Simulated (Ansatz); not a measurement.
Ansatz (a first-principles code) input:

Ansatz 0.2 input:
```yaml
crystal:
  periodic: [false, false, false]
  atoms:
    - {symbol: Re, position_ang: [-0.05223034, 0.04114184, 0.06387287]}
    - {symbol: O, position_ang: [-0.95375868, -1.35854259, -0.32073024]}
    - {symbol: O, position_ang: [0.03057497, 1.21599511, -1.17413055]}
    - {symbol: O, position_ang: [1.41284314, -0.24315724, 0.89605261]}
basis:
  gaussian:
    orbitals: def2-TZVPD
hamiltonian:
  xc: {name: SVWN5}
magnetization: {spin_polarized: true, initial_magnetization: 1}
output: {forces: true}
```

Problem. Predict the final energy.

Solution. -302.47742 Eh (SVWN5/def2-TZVPD). The basis has 163 functions.

The spin state was set by rule; other spins were not relaxed.
